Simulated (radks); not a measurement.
Task: Method: Dirac Kohn-Sham, LDA (Slater exchange, Perdew-Wang correlation), spin-unpolarised, spherical densities, finite nucleus; open shells fill j = l - 1/2 first; Fermi nuclear charge, rms radius of each element as measured or else 0.836 A^(1/3) + 0.57 fm; computed with a radial shooting solver on a logarithmic mesh with Libxc functionals. Each species is in its NIST ground configuration. Rank Ca, Cu, Ti, Zn, Br, Se, K, Ga, Co, Ge, As, Ni, Mn, V, Fe, Kr, Sc, Cr by radius at which the density is 0.001 e/bohr^3 (bohr), largest first.

Result: Ca 5.06, Sc 4.95, Ti 4.83, V 4.72, Mn 4.53, Cr 4.48, Fe 4.45, Ge 4.44, K 4.41, Ga 4.40, As 4.39, Co 4.37, Ni 4.30, Se 4.28, Zn 4.17, Br 4.16, Cu 4.09, Kr 4.04.
